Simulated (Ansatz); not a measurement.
Te3Pb3. Total charge 0; singlet. Geometry PBE-D4/def2-SVP, that of the charge +1 doublet.

| atom | x (Å) | y (Å) | z (Å) |
| --- | --- | --- | --- |
| Pb1 | 1.2940 | -1.1280 | -1.0300 |
| Pb2 | -1.0001 | -1.4648 | 2.1128 |
| Pb3 | -1.1004 | 1.6531 | -0.1995 |
| Te4 | 1.1805 | 0.5246 | 1.6221 |
| Te5 | -1.7981 | -1.3482 | -0.7055 |
| Te6 | 1.4240 | 1.7633 | -1.7998 |

In the def2 sets Pb, Te take a core potential; there is no spin–orbit coupling. The structure comes from a short search, and lower isomers may exist.

Task: Estimate the orbital energies around the gap (eV) in Ansatz with PBE-D4/def2-TZVP, PBE0-D4/def2-TZVP, ωB97M-V/def2-TZVP.

Result: 
```json
{"orbital": "HOMO−5", "PBE-D4/def2-TZVP": "-6.27", "PBE0-D4/def2-TZVP": "-7.10", "ωB97M-V/def2-TZVP": "-8.92"}
{"orbital": "HOMO−4", "PBE-D4/def2-TZVP": "-6.20", "PBE0-D4/def2-TZVP": "-7.07", "ωB97M-V/def2-TZVP": "-8.87"}
{"orbital": "HOMO−3", "PBE-D4/def2-TZVP": "-5.83", "PBE0-D4/def2-TZVP": "-6.68", "ωB97M-V/def2-TZVP": "-8.42"}
{"orbital": "HOMO−2", "PBE-D4/def2-TZVP": "-5.21", "PBE0-D4/def2-TZVP": "-6.00", "ωB97M-V/def2-TZVP": "-7.74"}
{"orbital": "HOMO−1", "PBE-D4/def2-TZVP": "-5.02", "PBE0-D4/def2-TZVP": "-5.75", "ωB97M-V/def2-TZVP": "-7.43"}
{"orbital": "HOMO", "PBE-D4/def2-TZVP": "-4.10", "PBE0-D4/def2-TZVP": "-4.88", "ωB97M-V/def2-TZVP": "-6.67"}
{"orbital": "LUMO", "PBE-D4/def2-TZVP": "-3.70", "PBE0-D4/def2-TZVP": "-3.16", "ωB97M-V/def2-TZVP": "-1.65"}
{"orbital": "LUMO+1", "PBE-D4/def2-TZVP": "-2.44", "PBE0-D4/def2-TZVP": "-1.87", "ωB97M-V/def2-TZVP": "-0.48"}
{"orbital": "LUMO+2", "PBE-D4/def2-TZVP": "-2.34", "PBE0-D4/def2-TZVP": "-1.74", "ωB97M-V/def2-TZVP": "-0.33"}
{"orbital": "LUMO+3", "PBE-D4/def2-TZVP": "-2.31", "PBE0-D4/def2-TZVP": "-1.72", "ωB97M-V/def2-TZVP": "-0.28"}
{"orbital": "LUMO+4", "PBE-D4/def2-TZVP": "-2.18", "PBE0-D4/def2-TZVP": "-1.55", "ωB97M-V/def2-TZVP": "-0.02"}
{"orbital": "LUMO+5", "PBE-D4/def2-TZVP": "-1.94", "PBE0-D4/def2-TZVP": "-1.32", "ωB97M-V/def2-TZVP": "0.11"}
```
